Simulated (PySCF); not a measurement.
This PySCF input (M06-2X/def2-TZVP) gives -396.05671 Eh with 68 basis functions.

```python
import numpy as np, basis_set_exchange as bse
from pyscf import gto, scf, dft, df

basis = {'N': gto.basis.parse(bse.get_basis('def2-TZVP', elements=['N'], fmt='nwchem')), 'P': gto.basis.parse(bse.get_basis('def2-TZVP', elements=['P'], fmt='nwchem'))}
mol = gto.M(
    atom='''
    N    -0.00000000   -0.00000000   -1.01096879
    P     0.00000000    0.00000000    0.47178544
    ''',
    basis=basis,
    charge=0,
    verbose=4,
    max_memory=2160,
)
mf = dft.RKS(mol, xc='m062x')
mf = mf.density_fit(auxbasis=df.autoaux(mol))
mf.conv_tol = 1e-9
mf.max_cycle = 100
mf.grids.level = 2
print('smallest overlap eigenvalue', np.linalg.eigvalsh(mol.intor('int1e_ovlp'))[0])
mf.kernel()
dip = mf.dip_moment()
```

Change:
```diff
- mf.grids.level = 2
+ mf.grids.level = 7
```

Task: What does the run give now?

Result: -396.05678 Eh (M06-2X/def2-TZVP, 68 functions), a change of -0.07 mEh.
